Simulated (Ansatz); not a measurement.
Consider the formal hydrolysis of a C–C bond: `FC(F)(Cl)C(F)(F)Cl` + H₂O → `OC(F)(F)Cl` + `FC(F)Cl`.

Program: Ansatz. Geometries: PBE0-D4/def2-TZVP. ΔE: electronic, gas phase. CCSD(T)/CBS adds triple-zeta CCSD(T) − MP2 to the extrapolated MP2 energy (def2 sets, frozen cores). This one scheme is used for every species. Functionals use def2-TZVPP. B3LYP here is the variant with VWN-RPA as its local correlation; programs differ in this. Each species was taken in one conformer, which may not be the lowest.

`FC(F)(Cl)C(F)(F)Cl`:

```xyz
8

F     1.384   -0.640   -0.854
C     0.721    0.259   -0.133
F     1.349    0.424    1.026
Cl    0.666    1.787   -1.000
C    -0.721   -0.259    0.133
F    -1.349   -0.424   -1.026
F    -1.384    0.640    0.854
Cl   -0.666   -1.787    0.999
```

H₂O:

Cartesian coordinates in Å:
```
O 0.110 -0.107 0.358
H 0.633 -0.133 -0.447
H -0.743 0.240 0.089
```

`OC(F)(F)Cl`:

Z-matrix (Å, degrees):
```
C
F 1 1.344
F 1 1.344 2 105.8
O 1 1.342 2 111.6 3 -121.5
Cl 1 1.756 2 109.4 3 117.8
H 4 0.967 1 108.3 2 58.8
```

`FC(F)Cl`:

```xyz
5

F     0.179    0.714    1.131
C     0.019    0.102   -0.044
F     1.226   -0.191   -0.530
Cl   -0.910   -1.380    0.179
H    -0.514    0.755   -0.736
```

Task: Is it downhill or uphill in electronic energy at CCSD(T)/CBS, and by how much? (Estimate.)

Result: Ansatz gave: Downhill: ΔE = -0.10 eV.

Task: What do these levels give: B3LYP-D4, CAM-B3LYP-D4, PBE-QIDH, r2SCANh, r2SCAN0, RPA@PBE/def2-TZVPP, CCSD(T)/def2-SVP, SCS-MP2/def2-TZVPP, HF/def2-QZVPP, SCS-MP2/def2-QZVPP, HF/CBS(def2), CCSD/CBS(def2)? (Estimate.)

Result: The calculation gave: B3LYP-D4 -0.22, CAM-B3LYP-D4 -0.25, PBE-QIDH -0.22, r2SCANh -0.22, r2SCAN0 -0.24, RPA@PBE/def2-TZVPP -0.15, CCSD(T)/def2-SVP -0.29, SCS-MP2/def2-TZVPP -0.18, HF/def2-QZVPP -0.43, SCS-MP2/def2-QZVPP -0.14, HF/CBS(def2) -0.43, CCSD/CBS(def2) -0.13 eV.

Largest T1 diagnostic among the species: 0.012.

At CCSD(T), def2-SVP lies −0.19 eV from the extrapolated value and def2-TZVPP −0.07 eV. The D4 term adds +0.11 eV with B3LYP and +0.06 eV with PBE0; it sums over pairs of atoms, weighted by their polarisabilities, and B3LYP, whose exchange is more repulsive, gets the larger term. Leaving LDA and LC-ωPBE aside and taking each functional with its dispersion term where it has one, the values, not all of them listed here, spread over 0.09 eV, from B2PLYP to revPBE-D4. LDA lies +0.09 eV from PBE without D4.
